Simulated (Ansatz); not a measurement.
Gas-phase electronic energies from Ansatz, PBE0-D4/def2-TZVP geometries. CCSD(T)/CBS is the MP2 limit (def2-TZVPP, def2-QZVPP) plus CCSD(T) − MP2 in def2-TZVPP, frozen cores. Functionals use def2-TZVPP. B3LYP here is the variant with VWN-RPA as its local correlation; programs differ in this. For Br outer-core shells are correlated without core-valence functions, which leaves a few kJ/mol of doubt a bond. Scalar relativity is left out up to krypton. One conformer a species, not always the lowest.

`N=C[SiH2]CBr` + `CCCCCC` → `CCCCCCCBr` + `N=C[SiH3]`  (formal exchange of groups at a C–Si bond)

(1) Is it downhill or uphill in electronic energy at CCSD(T)/CBS, and by how much? (An estimate is asked.)

(2) What do these levels give: PBE-D4, PBE0-D4, B3LYP-D4, ωB97M-V, B3LYP, MP2/def2-TZVPP, SCS-MP2/def2-TZVPP, CCSD/def2-TZVPP, CCSD(T)/def2-TZVPP, MP2/def2-QZVPP, SCS-MP2/def2-QZVPP, MP2/CBS(def2)? (Estimate.)

Largest T1 diagnostic among the species: 0.012.

Results:

(1) Ansatz gave: Uphill: ΔE = +25.3 kJ/mol.

(2) Computed: PBE-D4 27.7, PBE0-D4 27.3, B3LYP-D4 28.6, ωB97M-V 28.1, B3LYP 24.6, MP2/def2-TZVPP 25.6, SCS-MP2/def2-TZVPP 23.9, CCSD/def2-TZVPP 23.8, CCSD(T)/def2-TZVPP 24.1, MP2/def2-QZVPP 26.3, SCS-MP2/def2-QZVPP 24.6, MP2/CBS(def2) 26.9 kJ/mol.

In def2-TZVPP, CCSD(T) changes the Hartree–Fock value by +4.1 kJ/mol (the triples alone add +0.3 kJ/mol) and MP2 by +5.6 kJ/mol. The D4 term adds +4.0 kJ/mol with B3LYP and +1.9 kJ/mol with PBE0; it sums over pairs of atoms, weighted by their polarisabilities, and B3LYP, whose exchange is more repulsive, gets the larger term.
